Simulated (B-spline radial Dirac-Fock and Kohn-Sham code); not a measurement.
Auger decay of the K hole in Xe²⁺

System: xenon as Xe²⁺, configuration 1s2 2s2 2p6 3s2 3p6 3d10 4s2 4p6 4d10 5s2 5p4, inside a Watson sphere of charge -2 and radius 2 Å (a model of the Madelung potential; inside it an electron's potential energy is raised by 14.4 eV).

Method: independent-particle rates on relativistic LDA orbitals of the hole state (multipoles up to L = 3, Coulomb Auger matrix elements, transition energies from Dirac-Fock). Computed with a radial finite-basis atomic code. Kinetic energies are configuration averages from the vacuum level; the two-hole energies are estimated from single-hole states. The rates lack the Breit term, which in heavy atoms raises K-L1L1 and K-L1L2.

```
transition  kinetic energy (eV)  width (meV)  share (%)
    K-L1L1              23492.2         79.5        6.4
    K-L1L2              23851.6          102        8.2
    K-L2L2              24159.9         15.0        1.2
    K-L1L3              24176.7          136       11.0
    K-L2L3              24497.8          330       26.7
    K-L3L3              24820.7          160       13.0
    K-L1M1              27887.2         28.3        2.3
    K-L1M2              28027.5         19.6        1.6
    K-L1M3              28092.0         26.2        2.1
    K-L2M1              28234.6         15.1        1.2
    K-L2M2              28380.5         5.37        0.4
    K-L2M3              28440.9         53.7        4.4
    K-L3M1              28555.5         20.0        1.6
    K-L3M2              28697.3         51.8        4.2
    K-L2M5              28703.8         7.16        0.6
    K-L3M3              28763.9         53.0        4.3
    K-L1N1              28846.4         6.19        0.5
    K-L1N3                    –         5.40        0.4
    K-L3M4              29011.0         9.66        0.8
    K-L3M5              29026.6         8.37        0.7
    K-L2N3                    –         10.7        0.9
    K-L3N2              29571.5         10.3        0.8
    K-L3N3                    –         10.6        0.9
    K-M2M3              32559.7         8.55        0.7
```

A dash stands for an energy that rests on an unreliable hole state.

The listed channels hold 95 % of the non-radiative rate. Summed by principal shells, of 1.24 eV in all: KLL 66.6 %, KLM 24.6 %, KLN 5.0 %, KMM 2.2 %, KMN 0.9 %, KLO 0.5 %.
